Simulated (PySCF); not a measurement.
Isomers of C10H22, mass 142.172 u with the commonest isotopes. Method used: PBE0-D3(BJ)/def2-SVP geometry optimisation, gas phase in PySCF 2.14.0. One conformer each, none proved a minimum here; rigid rotors.

Problem. Order these by rotational constant A, largest first.
A. `[CH3:1][CH2:2][C@@H:3]([CH3:4])[CH2:5][C@@H:6]([CH3:7])[CH:8]([CH3:9])[CH3:10]` with C1–C2–C3–C4 172°, C2–C3–C5–C6 180°, C3–C5–C6–C7 178°, C5–C6–C8–C9 173°
B. `[CH3:1][CH2:2][CH2:3][C@@H:4]([CH3:5])[C@@H:6]([CH3:7])[CH:8]([CH3:9])[CH3:10]` with C1–C2–C3–C4 176°, C2–C3–C4–C5 63°, C3–C4–C6–C7 -65°, C4–C6–C8–C9 172°
C. `[CH3:1][CH2:2][CH2:3][CH2:4][CH2:5][CH2:6][CH2:7][CH2:8][CH2:9][CH3:10]` with C1–C2–C3–C4 180°, C2–C3–C4–C5 180°, C3–C4–C5–C6 180°, C4–C5–C6–C7 180°, C5–C6–C7–C8 180°

Solution. C (5751 MHz), A (1805 MHz), B (1723 MHz).

Problem. Order these by rotational constant C, smallest first.
A. `[CH3:1][CH2:2][CH2:3][CH2:4][CH2:5][CH2:6][CH2:7][CH2:8][CH2:9][CH3:10]` with C1–C2–C3–C4 180°, C2–C3–C4–C5 180°, C3–C4–C5–C6 180°, C4–C5–C6–C7 180°, C5–C6–C7–C8 180° (decane)
B. `[CH3:1][CH2:2][C@@H:3]([CH3:4])[CH2:5][C@@H:6]([CH3:7])[CH:8]([CH3:9])[CH3:10]` with C1–C2–C3–C4 172°, C2–C3–C5–C6 180°, C3–C5–C6–C7 178°, C5–C6–C8–C9 173°
C. `[CH3:1][CH2:2][CH2:3][C@@H:4]([CH3:5])[C@@H:6]([CH3:7])[CH:8]([CH3:9])[CH3:10]` with C1–C2–C3–C4 176°, C2–C3–C4–C5 63°, C3–C4–C6–C7 -65°, C4–C6–C8–C9 172°

Solution. A (268.0 MHz), C (613.1 MHz), B (661.2 MHz).

Problem. Order these by radius of gyration √(Σ m r²/M), largest first.
A. `[CH3:1][CH2:2][C@@H:3]([CH3:4])[CH2:5][C@@H:6]([CH3:7])[CH:8]([CH3:9])[CH3:10]` with C1–C2–C3–C4 172°, C2–C3–C5–C6 180°, C3–C5–C6–C7 178°, C5–C6–C8–C9 173°
B. `[CH3:1][CH2:2][CH2:3][C@@H:4]([CH3:5])[C@@H:6]([CH3:7])[CH:8]([CH3:9])[CH3:10]` with C1–C2–C3–C4 176°, C2–C3–C4–C5 63°, C3–C4–C6–C7 -65°, C4–C6–C8–C9 172°
C. `[CH3:1][CH2:2][CH2:3][CH2:4][CH2:5][CH2:6][CH2:7][CH2:8][CH2:9][CH3:10]` with C1–C2–C3–C4 180°, C2–C3–C4–C5 180°, C3–C4–C5–C6 180°, C4–C5–C6–C7 180°, C5–C6–C7–C8 180°

Solution. C (3.664 Å), B (2.540 Å), A (2.496 Å).

```csv
SMILES,point group,Ia (u·Å²),Ib (u·Å²),Ic (u·Å²),κ,μa (D),μb (D),μc (D)
CCCCCCCCCC,C1,87.87,1844.56,1885.54,-1.00,0.03,0.04,0.01
CCC[C@@H](C)[C@@H](C)C(C)C,C1,293.25,716.92,824.29,-0.83,0.02,0.05,0.03
CC[C@@H](C)C[C@@H](C)C(C)C,C1,279.99,727.37,764.30,-0.94,0.08,0.04,0.10
```
